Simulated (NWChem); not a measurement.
C$_{3}$H$_{6}$OSi; SMILES C[Si@H]1C=CO1

```xyz
11

C      0.0110    -1.9919    -0.5094
Si     0.0708    -0.4124     0.4702
C      1.0929     1.0218    -0.0742
C     -0.1053     1.5902    -0.3378
O     -1.1401     0.7432    -0.0425
H      0.8745    -2.6297    -0.2611
H      0.0344    -1.7786    -1.5880
H     -0.9037    -2.5605    -0.2790
H     -0.0540    -0.6856     1.9305
H      2.0877     1.4408    -0.2005
H     -0.3768     2.5785    -0.7327
```
Atoms are numbered in this order, from 1.

Computed with NWChem. Structure relaxed at the PBE0/def2-SVP level. Vzz is the largest principal value of the second derivative of the potential at the nucleus (NWChem prints the opposite sign); η is the asymmetry. Non-relativistic.

### Question
Predict the results for CAM-B3LYP/def2-SVP. Quantities: Vzz O5 (a.u.); η O5.

### Answer
```yaml
Vzz O5 (a.u.): 1.299
"η O5": 0.55
```
